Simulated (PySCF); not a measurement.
## InF3, singlet: computed properties

All numbers come from PBE0 in PySCF with In def2-TZVP with ECP28, F def2-TZVP; scalar-relativistic core potentials, no spin–orbit coupling; density-fitted integrals.

The structure is a minimum.

- Point group: D3h
- Bond lengths: In–F 1.919 Å (×3)
- Bond angles: F–In–F 120.0° (×3)
- Principal quadrupole moments (Buckingham, traceless) about the centre of mass: -6.50, -6.50, 13.01 D Å
- Heat capacity Cp at 298.15 K: 69.6 J/(mol K)
- Highest occupied level: -11.14 eV
- Rotational symmetry number: 6
- Principal polarisabilities: 20.4, 30.2, 30.2 bohr³
- Rotational constants: 0.1607, 0.1607, 0.08034 cm⁻¹
- Enthalpy at 298.15 K above 0 K: 16.39 kJ/mol
- Atomisation energy without zero-point energy: 1177 kJ/mol
- Zero-point energy: 13.6 kJ/mol
- Lowest empty level: -3.42 eV
- Entropy at 298.15 K and 1 bar: 309.3 J/(mol K)
- Dipole moment: 0.00 D

Harmonic modes (masses in u: In 114.904, F 18.998):
| symmetry | ω (cm⁻¹) | IR (km/mol, summed over degenerate members) | type |
| --- | --- | --- | --- |
| e' | 125 | 62.5 | bend |
| a2'' | 146 | 54.1 | bend |
| a1' | 603 | 0.0 | stretch |
| e' | 637 | 198 | stretch |

In D3h the vibrations span 2e' + a2'' + a1'. The a1' mode carries no infrared intensity, as symmetry demands.

Charges (e):
```csv
atom,Mulliken,Löwdin,polar tensor,Mayer order to In1
In1,1.32,0.67,1.96,–
"F2,3,4",-0.44,-0.22,-0.65,0.90
```

Mulliken populations on In1 (electrons outside its core potential): s 2.68, p 6.64, d 10.23, f 0.13.

Outer orbital energies (eV). occupied: -12.29, -12.29, -11.85, -11.39, -11.38, -11.38, -11.14, -11.14; empty: -3.42, -1.49, 0.72, 0.72.

Counting electrons, indium keeps none of its valence electrons outside its bonds, so the VSEPR class is AX3 and the expected shape is trigonal planar (D3h), as computed.

The final relaxation and frequency run took about 80 core-seconds on a shared host.
